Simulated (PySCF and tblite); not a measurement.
C4H7FO2, numbered as in [F:1][CH:2]1[O:3][CH2:4][CH2:5][CH2:6][O:7]1.

Level: PBE0-D3(BJ)/def2-TZVP//PBE0-D3(BJ)/def2-SVP, thermal terms from GFN2-xTB, symmetry numbers and mirror pairs counted. Conformers within 4 kcal/mol (GFN2-xTB free energy) were kept, 7 at most. Couplings: B3LYP/pcSseg-1 with pcJ-1 on H, F (gas phase; spin-dipole term only for pairs with B, N, F, Si or P). Couplings are for ¹⁹F, ¹H. Of two unlike H on one atom, a is the less shielded (PBE0/pcSseg-1). (PySCF 2.14, tblite 0.8.)

The 6-ring runs over atoms 2–3–4–5–6–7.

| conformer | shape | weight % |
| --- | --- | --- |
| 1 | 6-ring chair (F1 axial) | 100.0 |

(1) Give the couplings in each conformer and the averages at 298.15 K (pairs that fast motion interchanges averaged).

Computed couplings to fluorine can be off by tens of per cent at such levels.

Answers

(1) 
```
   coupling  pairs      1  average (Hz)
  ²J(F1,H2)      1   72.2          72.2
 ⁴J(F1,H4a)      2    0.8           0.8
 ⁴J(F1,H4b)      2   -0.9          -0.9
 ⁵J(F1,H5b)      1    0.6           0.6
 ⁵J(F1,H5a)      1    1.0           1.0
 ⁴J(H2,H4a)      2   -1.1          -1.1
 ⁴J(H2,H4b)      2   -0.7          -0.7
 ⁵J(H2,H5b)      1    1.6           1.6
²J(H4a,H4b)      2  -12.7         -12.7
³J(H4a,H5b)      2    3.1           3.1
³J(H4a,H5a)      2   14.1          14.1
⁴J(H4a,H6b)      2   -0.8          -0.8
³J(H4b,H5b)      2    1.5           1.5
³J(H4b,H5a)      2    5.8           5.8
⁴J(H4b,H6b)      1    1.8           1.8
²J(H5b,H5a)      1  -14.5         -14.5
```
